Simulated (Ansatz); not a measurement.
Basis-set series for H$_{4}$SeSn, SMILES `[SeH][SnH3]`. The species carries charge 0 and has multiplicity 1. Sn: def2 effective core potential. All single points use the PBE0-D4/def2-TZVP geometry.

```tsv
functional	basis	functions	energy (Eh)	HOMO (eV)	LUMO (eV)
PBE0-D4	def2-SVP	78	-2617.67692	-6.80	-0.54
PBE0-D4	def2-TZVPP	154	-2617.98340	-6.93	-0.79
ωB97M-V	def2-SVP	78	-2617.75476	-8.92	1.29
ωB97M-V	def2-TZVPP	154	-2618.06263	-9.08	0.83
```

(1) Give the rows for def2-QZVPP. (Best estimate.)

Answers

(1) Ansatz gave: 
```json
{"functional": "PBE0-D4", "basis": "def2-QZVPP", "functions": "291", "energy (Eh)": "-2618.03633", "HOMO (eV)": "-6.95", "LUMO (eV)": "-0.86"}
{"functional": "ωB97M-V", "basis": "def2-QZVPP", "functions": "291", "energy (Eh)": "-2618.11411", "HOMO (eV)": "-9.10", "LUMO (eV)": "0.61"}
```

Positive LUMOs are unbound and depend on the basis. Scalar relativity is left out up to krypton.
